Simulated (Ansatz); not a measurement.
One change: `C=C[CH2][GeH2][F]` becomes `C=CCC=C`.

Ansatz, PBE0-D4/def2-TZVP geometries, multiplicity 1. Each molecule was computed in one conformer, which needn't be the lowest.

Scalar relativity is left out up to krypton.

```
                                      property  `C=C[CH2][GeH2][F]`
         HOMO–LUMO gap (B3LYP/def2-TZVPP) / eV                 6.65
           HOMO energy (B3LYP/def2-TZVPP) / eV                -7.12
         HOMO energy (ωB97M-V/def2-TZVPP) / eV                -9.51
            HOMO energy (PBE0/def2-TZVPP) / eV                -7.33
             HOMO energy (PBE/def2-TZVPP) / eV                -6.24
size of the dipole moment (PBE/def2-TZVPP) / D                 2.11
```

Give the same properties after the change, and the shifts. (An estimate is asked.)

Computed: 
```
                                      property  `C=CCC=C`  shift
         HOMO–LUMO gap (B3LYP/def2-TZVPP) / eV       6.77   0.12
           HOMO energy (B3LYP/def2-TZVPP) / eV      -7.16  -0.04
         HOMO energy (ωB97M-V/def2-TZVPP) / eV      -9.62  -0.11
            HOMO energy (PBE0/def2-TZVPP) / eV      -7.38  -0.05
             HOMO energy (PBE/def2-TZVPP) / eV      -6.28  -0.04
size of the dipole moment (PBE/def2-TZVPP) / D       0.13  -1.98
```

With PBE0 the HOMO falls by 0.05 eV and the LUMO rises by 0.08 eV, so the gap widens by about 0.13 eV. PBE moves the HOMO by -0.04 eV and ωB97M-V by -0.11 eV. The zero-point energy changes by 65.8 kJ/mol with +3 modes. Dipoles are sizes alone; their direction can turn.

B3LYP here is the variant with VWN-RPA as its local correlation; programs differ in this.
